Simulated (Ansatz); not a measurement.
Consider the cleavage of the Sn–B bond: `N[BH][SnH]([F])[Cl]` + CH₃SH → `C[S][SnH]([F])[Cl]` + `BN`.

Program: Ansatz. Geometries: PBE0-D4/def2-TZVP. ΔE: electronic, gas phase. CCSD(T)/CBS is the MP2 limit (def2-TZVPP, def2-QZVPP) plus CCSD(T) − MP2 in def2-TZVPP, frozen cores. This one scheme is used for every species. Functionals use def2-TZVPP. def2 core potentials past Kr. For Sn outer-core shells are correlated without core-valence functions, which leaves a few kJ/mol of doubt a bond. One conformer a species, not always the lowest.

```
          level  ΔE (kcal/mol)
           BLYP           -9.4
           PBE0           -9.5
        r2SCAN0          -10.5
CCSD/def2-TZVPP           -9.5
```

What does CCSD(T)/CBS give? (Best estimate.)

The calculation gave: -10.9 kcal/mol. The listed levels differ from it by 1.5, 1.4, 0.4, 1.4 kcal/mol.

Largest T1 diagnostic among the species: 0.014.

The D4 term adds −1.1 kcal/mol with B3LYP and −0.6 kcal/mol with PBE0; it sums over pairs of atoms, weighted by their polarisabilities, and B3LYP, whose exchange is more repulsive, gets the larger term. In def2-TZVPP, CCSD(T) changes the Hartree–Fock value by +2.6 kcal/mol (the triples alone add −0.3 kcal/mol) and MP2 by +1.2 kcal/mol.

B3LYP here is the variant with VWN-RPA as its local correlation; programs differ in this.
